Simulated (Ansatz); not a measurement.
Geometry optimisation, RKS B3LYP-D4/cc-pVDZ (Ansatz).

Input:

```yaml
crystal:
  periodic: [false, false, false]
  atoms:
    - { symbol: B, position_ang: [0.016392, -0.496133, -0.463895] }
    - { symbol: F, position_ang: [0.017101, 0.008598, 2.006101] }
    - { symbol: Cl, position_ang: [1.535609, 0.223506, -0.964067] }
    - { symbol: Cl, position_ang: [-1.521074, 0.188571, -0.956277] }
    - { symbol: H, position_ang: [0.029613, -1.543251, 0.110301] }
    - { symbol: H, position_ang: [0.033758, -0.907191, 1.862038] }
basis:
  gaussian: { orbitals: cc-pVDZ }
hamiltonian:
  xc: b3lyp
  dispersion: d4
relax:
  f_tol: 0.03
  max_steps: 50
```

Command:

```bash
$ ansatz run input.yaml --threads 1 --pin off --max-ram 2048MiB --backend cpu --events-out ev --progress --plain --runs-dir out
```

Problem. Where does it end, and by what steps?

Solution. The run converged. After 11 steps the energy has fallen by 0.032 eV; H6 moved furthest, 0.41 Å.

```json
{"step": "0", "energy less start (eV)": "0.0000", "largest force component (eV/Å)": "0.229", "accepted": "yes"}
{"step": "1", "energy less start (eV)": "-0.0038", "largest force component (eV/Å)": "1.266", "accepted": "yes"}
{"step": "2", "energy less start (eV)": "0.2567", "largest force component (eV/Å)": "1.654", "accepted": "no"}
{"step": "3", "energy less start (eV)": "0.0171", "largest force component (eV/Å)": "0.658", "accepted": "no"}
{"step": "4", "energy less start (eV)": "-0.0247", "largest force component (eV/Å)": "0.189", "accepted": "yes"}
{"step": "5", "energy less start (eV)": "-0.0268", "largest force component (eV/Å)": "0.043", "accepted": "yes"}
{"step": "6", "energy less start (eV)": "-0.0304", "largest force component (eV/Å)": "0.033", "accepted": "yes"}
{"step": "7", "energy less start (eV)": "0.0330", "largest force component (eV/Å)": "1.943", "accepted": "no"}
{"step": "8", "energy less start (eV)": "-0.0318", "largest force component (eV/Å)": "0.141", "accepted": "yes"}
{"step": "9", "energy less start (eV)": "-0.0319", "largest force component (eV/Å)": "0.039", "accepted": "yes"}
{"step": "10", "energy less start (eV)": "-0.0259", "largest force component (eV/Å)": "0.259", "accepted": "no"}
{"step": "11", "energy less start (eV)": "-0.0325", "largest force component (eV/Å)": "0.014", "accepted": "yes"}
```

```xyz
6
Properties=species:S:1:pos:R:3
B 0.016 -0.534 -0.538
F 0.016 0.014 1.883
Cl 1.534 0.264 -0.936
Cl -1.520 0.230 -0.928
H 0.030 -1.667 -0.156
H 0.035 -0.833 2.268
```

Whether the end is a true minimum wasn't checked by a vibrational analysis.

Run time: 21 s on 1 thread of Intel(R) Xeon(R) 6975P-C (Granite Rapids) (shared host), peak memory 0.16 GiB.
